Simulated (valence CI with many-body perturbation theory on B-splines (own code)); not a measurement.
# Missing levels of Te XXI

Method: configuration interaction combined with many-body perturbation theory (CI+MBPT): four valence electrons over a frozen Dirac-Fock core [Ar] 3d10, a basis of 11 s, 11 p, 10 d, 8 f, 5 g, 2 h functions for each j, with the one-electron correlation potential Σ1, the two-electron term Σ2, the three-electron term Σ3, Breit, model QED; selected CI, second order for the rest, scaled by the run's own slope (own B-spline code, finite nucleus).

No measured levels were compared; by estimate levels hold to about 250 cm⁻¹ or 0.2 % of their energy and the worst to 1 %, as in measured heavy ions of charge 2 to 7; those with d or f electrons hold less well. Among the levels kept, up to 500 cm⁻¹ of a level comes from second order outside the variational space, and about a tenth of that is noise between levels of different J, which matters for small intervals.

```
                     Level  E (cm⁻¹)
        (4s^2 4p1/2^2) J=0         0
    (4s^2 4p1/2 4p3/2) J=1     88507
    (4s^2 4p1/2 4p3/2) J=2    106750
        (4s^2 4p3/2^2) J=2    209480
        (4s^2 4p3/2^2) J=0         ?
    (4s 4p1/2^2 4p3/2) J=2    443860
    (4s 4p1/2^2 4p3/2) J=1    512800
(4s 4p1/2 4p3/2^2) J=2 [a]    540810
    (4s 4p1/2 4p3/2^2) J=3         ?
    (4s 4p1/2 4p3/2^2) J=0         ?
(4s 4p1/2 4p3/2^2) J=1 [a]    621130
(4s 4p1/2 4p3/2^2) J=2 [b]    627220
(4s 4p1/2 4p3/2^2) J=1 [b]         ?
          (4s 4p3/2^3) J=2    704570
    (4s^2 4p1/2 4d3/2) J=2    738450
    (4s^2 4p1/2 4d5/2) J=3         ?
          (4s 4p3/2^3) J=1    782910
    (4s^2 4p1/2 4d5/2) J=2    799380
    (4s^2 4p1/2 4d3/2) J=1    807430
    (4s^2 4p3/2 4d5/2) J=4         ?
```

Levels are named by their leading jj configuration (3d3/2^4 stands for four electrons in 3d with j = 3/2), which in mixed levels can hold well under half, so a name can repeat and another be missing. Letters in brackets count levels of one name in rising energy.

The levels stand in rising order. What does the calculation give for the missing energies?

(4s^2 4p3/2^2) J=0 254050; (4s 4p1/2 4p3/2^2) J=3 569780; (4s 4p1/2 4p3/2^2) J=0 608570; (4s 4p1/2 4p3/2^2) J=1 [b] 670340; (4s^2 4p1/2 4d5/2) J=3 776360; (4s^2 4p3/2 4d5/2) J=4 854180.
